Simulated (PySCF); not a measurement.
Simulated absorption spectrum

Compound: C5H6Cl2O.
Geometry (GFN2-xTB, Å), atoms numbered from 1 in this order:
```
atom  x, y, z in Å
C1    -2.4001   -0.0254    0.2791
C2    -0.9771   -0.4407    0.0108
O3    -0.6372   -1.6020   -0.0381
C4    -0.0687    0.7037   -0.1938
C5     1.2645    0.6320   -0.2925
Cl6    2.1747    2.0773   -0.5282
C7     2.0874   -0.6005   -0.1835
Cl8    3.1391   -0.4783    1.2657
H9    -2.4352    0.6314    1.1456
H10   -3.0163   -0.9020    0.4582
H11   -2.7879    0.5223   -0.5778
H12   -0.5445    1.6710   -0.2629
H13    1.4501   -1.4770   -0.0627
H14    2.7506   -0.7122   -1.0419
```

Theory: TDDFT PBE0/def2-SVPD, vertical, gas phase, core orbitals frozen in the response (PySCF).

Computed states:

```csv
state,E (eV),f
S1,3.54,0.0002
S2,5.09,0.169
S3,5.20,0.095
S4,5.26,0.097
S5,5.75,0.0006
S6,6.51,0.0016
```

Each state is given a Gaussian of 0.4 eV full width at half maximum, with ε(max) = 2.175×10⁸ f / Δν̃ (Δν̃ the width in cm⁻¹). The width is an assumption, not a result. The curve ends short of the highest state used, and states not computed would add to its high-energy end.

(1) What does the envelope look like, and where are its maxima?

(2) On this curve, what absorbance would a 10⁻⁵ mol/L sample give at 365 nm over a 1 cm path?

(3) Coming from long wavelengths, where does ε first pass 100 L mol⁻¹ cm⁻¹?

(4) Does any computed singlet lie in the visible range?

Answers

(1) 
```tsv
E (eV)	ε (L mol⁻¹ cm⁻¹)
2.94	0
3.01	0
3.08	0
3.15	1
3.22	2
3.29	4
3.36	8
3.43	11
3.50	13
3.56	13
3.63	12
3.70	9
3.77	6
3.84	3
3.91	1
3.98	0
4.05	0
4.12	0
4.19	0
4.26	0
4.32	0
4.39	3
4.46	14
4.53	58
4.60	209
4.67	641
4.74	1672
4.81	3726
4.88	7117
4.95	11699
5.02	16622
5.08	20062
5.15	21968
5.22	20982
5.29	17487
5.36	12700
5.43	8017
5.50	4388
5.57	2083
5.64	867
5.71	330
5.78	127
5.84	63
5.91	33
```

Maxima: 350 nm (3.54 eV), ε about 13, made up of S1 (100%); 240 nm (5.16 eV), ε about 22000, made up of S2 (47%), S3 (28%) and S4 (25%) (ε in L mol⁻¹ cm⁻¹; maxima over ε = 5, shares over 10%).

(2) 365 nm is 3.397 eV, where ε is about 9.3 L mol⁻¹ cm⁻¹, so A = ε c l ≈ 9.3e-05 (Beer–Lambert, with the gas-phase spectrum and the assumed width).

(3) At about 272 nm (4.56 eV), 1.02 eV above S1.

(4) No computed singlet lies in the visible range (380 to 750 nm); the lowest, at 350 nm, stands 0.28 eV above its violet end (3.26 eV); a Tamm–Dancoff triplet lies at 401 nm, without intensity as long as spin–orbit coupling is left out.

One conformer stands for the species.
